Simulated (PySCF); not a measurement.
In(Cl)(Me)2 (C2H6ClIn), SMILES [In]([CH3])([CH3])[Cl].

The structure is a stationary point at B3LYP-D3(BJ)/def2-SVP. The structure was generated by enumeration; whether it is a known compound was not checked. The def2 effective core potentials stand for the cores of In; spin–orbit coupling is left out.

Method: TDA-PBE/def2-SVPD run with PySCF.

Vertical excitations. Gas-phase values at a fixed geometry.

| state | energy (eV) | λ (nm) | f | main pairs |
|---|---|---|---|---|
| S1 | 4.44 | 279 | 0.000 | HOMO→LUMO 100 % |
| S2 | 5.13 | 242 | 0.090 | HOMO→LUMO+1 80 %, HOMO−2→LUMO+1 18 % |
| S3 | 5.24 | 237 | 0.019 | HOMO−1→LUMO 91 % |
| S4 | 5.30 | 234 | 0.000 | HOMO−2→LUMO 99 % |
| S5 | 5.39 | 230 | 0.013 | HOMO−1→LUMO+1 93 % |
| S6 | 5.47 | 227 | 0.013 | HOMO−3→LUMO 93 % |
| S7 | 6.10 | 203 | 0.174 | HOMO−2→LUMO+1 62 %, HOMO→LUMO+2 17 % |
| S8 | 6.19 | 200 | 0.119 | HOMO−3→LUMO+1 80 % |
| S9 | 6.32 | 196 | 0.044 | HOMO→LUMO+2 80 % |
| S10 | 6.81 | 182 | 0.003 | HOMO−1→LUMO+2 99 % |
| T1 | 4.30 | 288 | 0 | HOMO→LUMO 99 % |
| T2 | 4.51 | 275 | 0 | HOMO→LUMO+1 95 % |
| T3 | 4.77 | 260 | 0 | HOMO−1→LUMO 100 % |
| T4 | 5.10 | 243 | 0 | HOMO−2→LUMO 99 % |
Triplets are in the Tamm–Dancoff approximation.
